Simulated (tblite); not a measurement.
Start geometry of `[CH2]CC(=S)N(C)C` [radical] from a force field or distance geometry (Å):
```
atom  x, y, z in Å
C1     1.9973    0.7061   -0.4566
C2     1.6562   -0.3559    0.5572
C3     0.3805   -0.9667    0.1239
S4     0.3255   -2.5538   -0.2353
N5    -0.8245   -0.1712   -0.0011
C6    -2.0862   -0.7723   -0.4495
C7    -0.8257    1.2584    0.2867
H8     2.3917    0.3250   -1.3946
H9     2.5244    1.5671   -0.0429
H10    2.3847   -1.1903    0.6005
H11    1.5833    0.0378    1.5981
H12   -2.8002    0.0210   -0.7110
H13   -1.8412   -1.3839   -1.3339
H14   -2.4310   -1.4417    0.3462
H15   -0.2290    1.4785    1.1894
H16   -1.8734    1.6270    0.4605
H17   -0.3394    1.8269   -0.5477
```

Q: What comes out of this run: GFN2-xTB geometry optimisation, gas phase (tblite 0.8.0)?

A: 
```
atom  x, y, z in Å
C1     2.169    0.417   -0.520
C2     1.672   -0.310    0.654
C3     0.353   -0.895    0.162
S4     0.335   -2.476   -0.315
N5    -0.728   -0.116    0.034
C6    -1.912   -0.652   -0.599
C7    -0.859    1.233    0.525
H8     2.735   -0.109   -1.264
H9     1.728    1.355   -0.800
H10    2.328   -1.138    0.919
H11    1.525    0.322    1.532
H12   -2.558    0.165   -0.912
H13   -1.624   -1.245   -1.468
H14   -2.458   -1.306    0.086
H15    0.021    1.545    1.079
H16   -1.728    1.298    1.185
H17   -1.006    1.924   -0.310
```

The energy falls by 14.3 kcal/mol over 118 L-BFGS steps, the largest force on an atom goes from 4.01 to 0.006 eV/Å, and the atoms move by 0.460 Å rms after alignment. The bond that changes most is C3–N5 (ends: carbon bonded to C, N and S; nitrogen bonded to 3 C), which shortens by 0.111 Å. Bonds longer at the end by more than 0.005 Å: 2 of 16; shorter: 13. Among the angles that change most is C2–C1–H9, from 114.2° to 120.2°. Among the dihedrals that turn most is H9–C1–C2–H10, from -97° to -169°. Rotational constants go from 2350, 2188, 1235 to 2414, 2223, 1305 MHz. The orientation of the end geometry is arbitrary; only internal coordinates are fixed.

Hardware: one thread of an Arm Neoverse V2, on a shared host. Cost: 0.6 s.

GFN2-xTB frequencies show an imaginary mode (24i cm⁻¹), so the point is no minimum at that level. 3 starts were optimised and ended at 0.00, 0.71 and 2.31 kcal/mol (GFN2-xTB); the lowest of these is shown.

One conformer stands for the species.

These are computed values.
